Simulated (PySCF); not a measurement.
Computed shifts of a molecule C₄H₇NSi, PBE/pcSseg-1 (PySCF), GIAO, gas phase, equivalent atoms averaged, in ppm (number of nuclei): ¹³C: 145.6 (1), 140.2 (1), 123.1 (1), 31.0 (1). ¹⁵N: 327.5 (1). ²⁹Si: -82.6 (1). ¹H: 6.77 (1), 4.59 (3), 2.39 (3). References: ¹³C against TMS (σ = 182.0 ppm); ¹⁵N against NH3 (σ = 267.0 ppm); ²⁹Si against TMS (σ = 335.4 ppm); ¹H against TMS (σ = 31.49 ppm), references at their B3LYP-D3(BJ)/def2-TZVP geometries, non-relativistic. The structure is a stationary point at PBE0-D3(BJ)/def2-SVP. A frequency run showed that this geometry is not a minimum. Other conformers were not sampled.

Task: Which structure fits?
A. [SiH3]C1=NC=CC1
B. C#CC(=C)[SiH2]N
C. C/C(C#N)=C/[SiH3]
D. [SiH3]C1=NCC=C1

Result: C, C/C(C#N)=C/[SiH3]
